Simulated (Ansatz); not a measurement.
```yaml
crystal:
  periodic: [false, false, false]
  atoms:
    - {symbol: C, position_ang: [-1.639179, 1.317728, -1.093686]}
    - {symbol: Ga, position_ang: [-2.025339, -0.319142, 0.215239]}
    - {symbol: Ge, position_ang: [1.766026, -1.292278, 1.244670]}
    - {symbol: O, position_ang: [0.649802, -0.618671, 0.166755]}
    - {symbol: H, position_ang: [-0.959510, 2.159889, -0.574733]}
    - {symbol: H, position_ang: [-2.491331, 1.848281, -1.552628]}
    - {symbol: H, position_ang: [-0.995084, 0.773466, -2.080892]}
    - {symbol: H, position_ang: [2.100248, -0.405190, 2.279803]}
    - {symbol: H, position_ang: [0.630557, -2.497236, 1.831579]}
    - {symbol: H, position_ang: [2.860440, -1.832663, 0.375462]}
    - {symbol: D, position_ang: [0.848662, 0.446522, -0.333792]}
basis:
  gaussian: {orbitals: cc-pVDZ}
hamiltonian: {xc: {name: B97}}
```

```sh
$ ansatz run in.yaml --threads 4 --pin off --events-out ev --progress --plain --max-ram 10444MiB
```

Shortened log:

```
Error: YAML parse error: error: line 14 column 16: `D` is not an element symbol (H … Og, case-exact)
12 |     - {symbol: H, position_ang: [0.630557, -2.497236, 1.831579]}
13 |     - {symbol: H, position_ang: [2.860440, -1.832663, 0.375462]}
14 |     - {symbol: D, position_ang: [0.848662, 0.446522, -0.333792]}
15 | basis:
16 |   gaussian: {orbitals: cc-pVDZ}
```

Question: Something in this input is off. What?

Answer: An element symbol is wrong. The program refused the input.
